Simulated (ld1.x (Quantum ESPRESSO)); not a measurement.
## Ag (Z = 47), PAW: configuration errors across variants

```
Element                 : silver
Generator               : ld1.x (Quantum ESPRESSO) 7.5
Type                    : PAW
Functional              : PW91
Relativity              : scalar-relativistic
Frozen core             : [Ar] 3d10
Valence charge          : 19
Reference configuration : 4s2 4p6 4d9 5s2 5p0
Partial waves           : 4s (bound): rcut 1.30, rcutus 1.70 bohr; 5s (bound): rcut 1.30, rcutus 1.70 bohr; 4p (bound): rcut 1.35, rcutus 1.50 bohr; 5p (bound, empty): rcut 1.35, rcutus 1.50 bohr; 4d (bound): rcut 1.70, rcutus 1.95 bohr; 4d channel at 2.65 Ry: rcut 1.70, rcutus 1.95 bohr
Local potential         : all-electron potential smoothed inside 1.15 bohr (lloc = -1)
Core correction         : Bessel-smoothed model core, default radius (core density twice the valence density)
Augmentation charge     : PSQ, inside the norm-conserving radii
```

All-electron excitation energies from the reference (eV): (1) 4s2 4p6 4d10 5s1 5p0 -4.072; (2) 4s2 4p6 4d10 5s0 5p0 3.754; (3) 4s2 4p6 4d9 5s0 5p0 25.947; (4) 4s2 4p5 4d10 5s1 5p0 61.243; (5) 4s2 4p6 4d9 5s1 5p0 9.147; (6) 4s1 4p6 4d10 5s1 5p0 98.055; (7) 4s2 4p6 4d8 5s0 5p0 62.223.

The default core radius of the base comes out at 0.59 bohr.

On the changes marked as counting shells twice: ld1.x takes every shell without a wave as core, so the model core holds the marked electrons as well and exchange and correlation see them twice. This cancels in the reference configuration, but the file is broken for other ones, and its errors say nothing about a proper core correction.

The overlap operator is not positive definite (basis up to 400 Ry) in “base”, “core correction Bessel-smoothed model core inside 0.78 bohr”. Such files are unfit for use, however small their errors in these radial tests.

4 further variants failed, have other tests or another functional or relativity, and are left out.

The file “type RRKJ; waves now 4s (bound): rc 1.70 bohr; 4d (bound): rc 1.95 bohr; 4p (bound): rc 1.50 bohr; local potential the p channel (5s counted twice)” misses its own reference levels by 2.2 eV.

Errors AE − PS in meV (a dash: test not solved or not reliable):

| change | (1) | (2) | (3) | (4) | (5) | (6) | (7) | bound ghosts |
| --- | --- | --- | --- | --- | --- | --- | --- | --- |
| base | -0.1 | -3.4 | -4.3 | -39 | -1.6 | -38 | -4.0 | not determined (overlap not positive) |
| type RRKJ; waves now 4s (bound): rc 1.70 bohr; 4d (bound): rc 1.95 bohr; 4p (bound): rc 1.50 bohr; local potential the p channel (5s counted twice) | -1663 | -4802 | -7521 | -3354 | -2926 | -4082 | -10651 | none |
| core correction Bessel-smoothed model core inside 0.78 bohr | -0.1 | -3.3 | -4.2 | -39 | -1.6 | -37 | -3.9 | not determined (overlap not positive) |

Question: Give the same row for: waves 4p (bound): rcut 1.22, rcutus 1.30 bohr; 5p (bound): rcut 1.22, rcutus 1.30 bohr.

Answer: -0.5, -3.7, -4.2, -40, -1.6, -42, -4.4; bound ghosts: none.
